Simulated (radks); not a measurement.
Effect of the nuclear size on the germanium ion Ge+, [Ar] 3d10 4s2 4p1. All-electron calculation, Dirac Kohn-Sham, LDA (Slater exchange, Perdew-Wang correlation), spin-unpolarised, spherical densities, finite nucleus; open shells are shared between the two j in proportion to 2j + 1; Fermi nuclear charge, rms radius 4.0742 fm. Program: a radial shooting solver on a logarithmic mesh with Libxc functionals. The rms radius is varied about that value; shifts are against it.

rms radius (fm)  total energy shift (eV)  density at nucleus (e/bohr^3)  1s1/2 shift (meV)  2s1/2 shift (meV)  3p1/2 shift (meV)  4s1/2 shift (meV)
3.512                            -0.0869                      3.186e+04              -36.9              -3.59              0.058             -0.039
3.8216                           -0.0405                      3.169e+04              -17.2              -1.68              0.027             -0.018
4.0742                                 0                      3.156e+04              0.000              0.000              0.000              0.000
4.4246                            0.0603                       3.14e+04               25.6               2.49             -0.040              0.027
4.8972                             0.149                       3.12e+04               63.3               6.16             -0.099              0.066

Slopes of the eigenvalues against <r^2> in GHz/fm^2, as finite differences over the two radii next to the reference (eigenvalue slopes, not the field-shift constants of lines): 1s1/2 2080, 2s1/2 203, 3p1/2 -3.25, 4s1/2 2.18.
